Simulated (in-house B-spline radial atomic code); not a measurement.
Computed with a B-spline radial atomic code. Model: two electrons, singlet ground state, non-relativistic, full CI in B-splines with partial waves to l = 8 (at full coupling up to 3e-4 hartree above the limit, correlation up to 0.6 % small), density held at that of full coupling by Lieb maximisation.

W(λ) is the mean repulsion in the state of coupling λ less the Hartree energy of the fixed density. Its start is exact exchange, its initial slope is twice the second-order Görling-Levy correlation energy, and its area from 0 to 1 is E_xc. A straight curve means weak, dynamic correlation, and a curve that drops fast and flattens means strong correlation.

Command:
```bash
python run_ac.py task.json out
```
Settings (lengths in bohr, energies in hartree):
```
potential              dot
strength               0.0805
lmax                   8
second                 1
```

Run time, properties included: 110 s on 1 thread of Intel(R) Xeon(R) Processor @ 2.30GHz, on a shared host.

**W = mean repulsion less Hartree energy, and W of three functionals.**

Given: confinement charge in harmonic well; well frequency 0.0805 hartree; nuclear charge 1; external potential omega^2 r^2/2 - Z/r.

Computed: LDA exchange minus exact 60.257 millihartree; PBE exchange minus exact 2.3366 millihartree.

```json
{"coupling": "0", "W xc (hartree)": "-0.44657", "W xc minus exchange (millihartree)": "0", "kinetic minus Kohn-Sham (millihartree)": "0", "LDA (PW92) W minus its exchange (millihartree)": "0", "PBE W minus its exchange (millihartree)": "0", "SCAN W minus its exchange (millihartree)": "0"}
{"coupling": "0.02", "W xc (hartree)": "-0.44855", "W xc minus exchange (millihartree)": "-1.979", "kinetic minus Kohn-Sham (millihartree)": "0.02", "LDA (PW92) W minus its exchange (millihartree)": "-9.88", "PBE W minus its exchange (millihartree)": "-1.69", "SCAN W minus its exchange (millihartree)": "-1.79"}
{"coupling": "0.05", "W xc (hartree)": "-0.45144", "W xc minus exchange (millihartree)": "-4.873", "kinetic minus Kohn-Sham (millihartree)": "0.12", "LDA (PW92) W minus its exchange (millihartree)": "-19.51", "PBE W minus its exchange (millihartree)": "-4.25", "SCAN W minus its exchange (millihartree)": "-4.36"}
{"coupling": "0.12", "W xc (hartree)": "-0.45786", "W xc minus exchange (millihartree)": "-11.29", "kinetic minus Kohn-Sham (millihartree)": "0.66", "LDA (PW92) W minus its exchange (millihartree)": "-35.74", "PBE W minus its exchange (millihartree)": "-10.16", "SCAN W minus its exchange (millihartree)": "-9.96"}
{"coupling": "0.25", "W xc (hartree)": "-0.46866", "W xc minus exchange (millihartree)": "-22.091", "kinetic minus Kohn-Sham (millihartree)": "2.65", "LDA (PW92) W minus its exchange (millihartree)": "-56.96", "PBE W minus its exchange (millihartree)": "-20.47", "SCAN W minus its exchange (millihartree)": "-19.24"}
{"coupling": "0.4", "W xc (hartree)": "-0.47957", "W xc minus exchange (millihartree)": "-33.007", "kinetic minus Kohn-Sham (millihartree)": "6.18", "LDA (PW92) W minus its exchange (millihartree)": "-74.95", "PBE W minus its exchange (millihartree)": "-31.17", "SCAN W minus its exchange (millihartree)": "-28.55"}
{"coupling": "0.6", "W xc (hartree)": "-0.49202", "W xc minus exchange (millihartree)": "-45.454", "kinetic minus Kohn-Sham (millihartree)": "12.36", "LDA (PW92) W minus its exchange (millihartree)": "-93.33", "PBE W minus its exchange (millihartree)": "-43.63", "SCAN W minus its exchange (millihartree)": "-39.24"}
{"coupling": "0.8", "W xc (hartree)": "-0.50253", "W xc minus exchange (millihartree)": "-55.964", "kinetic minus Kohn-Sham (millihartree)": "19.69", "LDA (PW92) W minus its exchange (millihartree)": "-107.86", "PBE W minus its exchange (millihartree)": "-54.39", "SCAN W minus its exchange (millihartree)": "-48.41"}
{"coupling": "1", "W xc (hartree)": "?", "W xc minus exchange (millihartree)": "?", "kinetic minus Kohn-Sham (millihartree)": "?", "LDA (PW92) W minus its exchange (millihartree)": "?", "PBE W minus its exchange (millihartree)": "?", "SCAN W minus its exchange (millihartree)": "?"}
{"coupling": "1.4", "W xc (hartree)": "?", "W xc minus exchange (millihartree)": "?", "kinetic minus Kohn-Sham (millihartree)": "?", "LDA (PW92) W minus its exchange (millihartree)": "?", "PBE W minus its exchange (millihartree)": "?", "SCAN W minus its exchange (millihartree)": "?"}
{"coupling": "2", "W xc (hartree)": "-0.54173", "W xc minus exchange (millihartree)": "-95.159", "kinetic minus Kohn-Sham (millihartree)": "71.48", "LDA (PW92) W minus its exchange (millihartree)": "-159.77", "PBE W minus its exchange (millihartree)": "-97.55", "SCAN W minus its exchange (millihartree)": "-84.82"}
{"coupling": "3", "W xc (hartree)": "-0.559", "W xc minus exchange (millihartree)": "-112.44", "kinetic minus Kohn-Sham (millihartree)": "113.99", "LDA (PW92) W minus its exchange (millihartree)": "-183.63", "PBE W minus its exchange (millihartree)": "-119.02", "SCAN W minus its exchange (millihartree)": "-102.42"}
{"coupling": "4.5", "W xc (hartree)": "-0.57463", "W xc minus exchange (millihartree)": "-128.06", "kinetic minus Kohn-Sham (millihartree)": "171.54", "LDA (PW92) W minus its exchange (millihartree)": "-206.75", "PBE W minus its exchange (millihartree)": "-140.42", "SCAN W minus its exchange (millihartree)": "-119.07"}
{"coupling": "7", "W xc (hartree)": "-0.58929", "W xc minus exchange (millihartree)": "-142.72", "kinetic minus Kohn-Sham (millihartree)": "253.95", "LDA (PW92) W minus its exchange (millihartree)": "-230.34", "PBE W minus its exchange (millihartree)": "-162.68", "SCAN W minus its exchange (millihartree)": "-134.72"}
```

Q: What belongs in the row 1?

A: W xc (hartree): -0.5115; W xc minus exchange (millihartree): -64.935; kinetic minus Kohn-Sham (millihartree): 27.74; LDA (PW92) W minus its exchange (millihartree): -119.86; PBE W minus its exchange (millihartree): -63.79; SCAN W minus its exchange (millihartree): -56.38.

Q: What belongs in the row 1.4?

A: W xc (hartree): -0.52596; W xc minus exchange (millihartree): -79.394; kinetic minus Kohn-Sham (millihartree): 44.96; LDA (PW92) W minus its exchange (millihartree): -138.88; PBE W minus its exchange (millihartree): -79.46; SCAN W minus its exchange (millihartree): -69.65.

Q: What is the SCAN exchange minus exact?

A: -3.7494 millihartree.

**Energy parts, natural occupations and partial-wave weights.**

Computed: total energy -0.4781 hartree; exchange energy -0.44657 hartree; correlation energy -0.037192 hartree; initial slope twice GL2 -0.099974 hartree; Hartree energy 0.89313 hartree; Kohn-Sham kinetic 0.57234 hartree; Lieb Oxford ratio E_xc over LDA exchange 1.2523.

```tsv
natural	occupation of the shell (electrons)
s	1.9361
s	0.034514
p	0.027599
d	?
p	0.00053193
s	0.00025049
```

Q: What belongs in the row d?

A: occupation of the shell (electrons): 0.00075731.

```json
{"wave": "s", "weight": "0.98543"}
{"wave": "p", "weight": "?"}
{"wave": "d", "weight": "0.00041433"}
{"wave": "f", "weight": "5.0186e-05"}
{"wave": "g", "weight": "1.0861e-05"}
```

Q: What belongs in the row p?

A: weight: 0.014085.

Q: What is the kinetic part of the DFT correlation energy?

A: 0.027742 hartree.

Q: What is the kinetic part over minus potential part?

A: 0.42724.

Half-way to full coupling W has made 60 % of its drop, against 50 % for a straight line, and second-order (GL2) theory, half the initial slope, overshoots the correlation energy by about 34 %: a marked bend. Over couplings 0 to 1 the errors in E_xc come to about +19 millihartree for LDA, +3.8 millihartree for PBE, +1.2 millihartree for SCAN, so SCAN is nearest. In LDA and SCAN the errors of exchange and correlation have opposite signs, so the sum is smaller than the larger of the two.
